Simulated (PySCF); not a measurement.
**Gas-phase XPS of CrSeMe4, computed**

CrSeMe4, C₄H₁₂CrSe (singlet state).
Z-matrix (Å and degrees, PBE0-D3(BJ)/def2-SVP geometry), rows numbered from 1:
```
Cr
Se  1  2.0823
C   1  2.0331  2  109.94
H   3  1.0975  1  108.02  2   -58.17
H   3  1.0997  1  107.09  2  -177.66
H   3  1.0964  1  110.23  2    61.62
C   1  2.0237  2  111.70  3   -89.96
H   7  1.0998  1  107.99  2  -177.17
H   7  1.0970  1  109.98  2    61.68
H   7  1.0983  1  107.45  2   -57.50
C   1  2.0242  2  111.86  3   177.79
H  11  1.0977  1  108.44  2    64.11
H  11  1.0972  1  109.00  2   -55.18
H  11  1.0996  1  107.82  2  -175.71
C   1  2.0338  2  109.49  3    88.07
H  15  1.0971  1  108.52  2    62.69
H  15  1.0965  1  109.27  2   -56.80
H  15  1.0994  1  107.57  2  -177.27
```

Method used: delta-SCF UKS SCAN, pcX-2 on the ionised atom (unc-x2c-TZVPall on a metal), pcseg-1 elsewhere, spin-free X2C (PySCF 2.14.0). Binding energies are ΔSCF values: E(core-ionised, relaxed orbitals) − E(ground state) at a fixed geometry, referred to the vacuum level.

Task: Give the core binding energies atom by atom.

Result: 
```
      atom(s)                  environment  level  binding energy (eV)  count
C3/C7/C11/C15  carbon bonded to Cr and 3 H   C 1s               289.37      4
```

Task: What is the longest wavelength that can ionise C 1s of C3/C7/C11/C15 vertically?

Result: λ = hc/E = 12398.42 eV Å / 289.37 eV = 42.846 Å.

Task: Give the binding energy of C 1s of C3/C7/C11/C15 in hartree and in kJ/mol.

Result: 289.37 eV = 10.6342 Eh = 27920 kJ/mol.

One atom of each set of topologically equivalent atoms was ionised and stands for the set; in this conformer not all members are related by symmetry, and their own values weren't computed. Not every level is listed. No level of chromium or selenium is listed. Geometry: PBE0-D3(BJ)/def2-SVP; no solvent, vibrations or thermal averaging. Metal 2p energies of this one-determinant scheme are less reliable than its 1s energies.
